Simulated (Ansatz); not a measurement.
`SCc1ccccc1` + `F[SiH]1CN1` → `F[SiH]1CN1CS` + benzene  (substitution at a C–C bond)

Calculated with Ansatz (gas phase, PBE0-D4/def2-TZVP geometries, no zero-point term in ΔE). CCSD(T)/CBS is the MP2 limit (def2-TZVPP, def2-QZVPP) plus CCSD(T) − MP2 in def2-TZVPP, frozen cores. Each species was taken in one conformer, which may not be the lowest.

| level | ΔE (kJ/mol) |
| --- | --- |
| HF/def2-TZVPP | 13.9 |
| CCSD/CBS(def2) | 19.1 |

(1) What does CCSD(T)/CBS give? (Estimate.)

Largest T1 diagnostic among the species: 0.012.

Results:

(1) Ansatz gave: +19.3 kJ/mol. The listed levels differ from it by -5.4, -0.2 kJ/mol.

In def2-TZVPP, CCSD(T) changes the Hartree–Fock value by +5.1 kJ/mol (the triples alone add +0.2 kJ/mol) and MP2 by +9.0 kJ/mol.
